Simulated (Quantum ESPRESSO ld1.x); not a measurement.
Values are calculated unless marked as measured or tabulated.
Species: Ni18+. Configuration: [Ne]. Level of theory: scalar-relativistic Kohn-Sham, LDA (Slater exchange, VWN5 correlation), spin-polarised, spherical densities, point nucleus (ld1.x of Quantum ESPRESSO 7.5).

Unscreened Slater integrals over Kohn-Sham orbitals (hartree). They are taken over the spin-up orbitals.

integral     value
F0(2p,2p)   4.3268
F2(2p,2p)   2.0487
F0(2p,2s)   3.9755
G1(2p,2s)   2.2821
F0(2p,1s)   5.9150
G1(2p,1s)   1.0312
F0(2s,2s)   3.7504
F0(2s,1s)   5.2671
G0(2s,1s)  0.49140
F0(1s,1s)   17.379
